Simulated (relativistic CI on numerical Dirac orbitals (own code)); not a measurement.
Calculated at this level of theory: Dirac-Coulomb-Breit CI, KLI orbitals optimised for each configuration, QED by a radiative potential, unscaled Slater integrals (own radial code, finite nucleus).

Configuration list (outside the closed core 1s2): 2s, 2p, 3s, 3p, 3d, 4s, 4p, 4d, 4f, 5s, 5p, 5d, 5f, 5g, 6s, 6p, 6d. Levels of other configurations are missing.

At this charge energies of transitions that change n are usually good to better than 1 %, and those within a shell (Δn = 0) to a few per cent.

Outline of the computed level scheme of Ta LXXI. Lowest level of each configuration: 2s 2S_1/2 at 0.0 eV; 2p 2P°_1/2 at 189.8 eV; 3s 2S_1/2 at 10804.1 eV; 3p 2P°_1/2 at 10855.4 eV; 3d 2D_3/2 at 11289.0 eV; 4s 2S_1/2 at 14504.4 eV; 4p 2P°_1/2 at 14525.1 eV; 4d 2D_3/2 at 14707.0 eV; 4f 2F°_5/2 at 14757.8 eV.

Some strong electric-dipole decays among the lowest 15 levels: 3d 2D_5/2 → 2p 2P°_3/2 (1.6e+15 s⁻¹); 3d 2D_3/2 → 2p 2P°_1/2 (1.5e+15 s⁻¹); 3p 2P°_1/2 → 2s 2S_1/2 (7.0e+14 s⁻¹); 4d 2D_3/2 → 2p 2P°_1/2 (5.3e+14 s⁻¹); 4d 2D_5/2 → 2p 2P°_3/2 (5.3e+14 s⁻¹); 3p 2P°_3/2 → 2s 2S_1/2 (5.0e+14 s⁻¹); 4f 2F°_7/2 → 3d 2D_5/2 (3.5e+14 s⁻¹); 4f 2F°_5/2 → 3d 2D_3/2 (3.4e+14 s⁻¹).
